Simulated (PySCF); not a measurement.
MgBr2, SMILES [Br][Mg][Br]. Geometry optimised at B3LYP-D3(BJ)/def2-TZVP.

Computed with B3LYP-D3(BJ)/def2-TZVP (PySCF).

Harmonic wavenumbers (cm⁻¹): 92, 92, 194, 521. Rotational constants (GHz): 0.5841 (linear); symmetry number 2.

Work out the zero-point energy and the ideal-gas rigid-rotor harmonic-oscillator thermochemistry at 298.15 K and 1 atm.

ZPE = ½ Σ hcν = ½ × 899 cm⁻¹ = 1.28 kcal/mol. H − E(el) = 4.79 kcal/mol. Entropy in cal/(mol K): translation 41.54, rotation 19.04, vibration 10.03, total 70.60. G − E(el) = -16.26 kcal/mol. Cp = 13.92 cal/(mol K). Modes under 150 cm⁻¹ make the vibrational entropy uncertain.
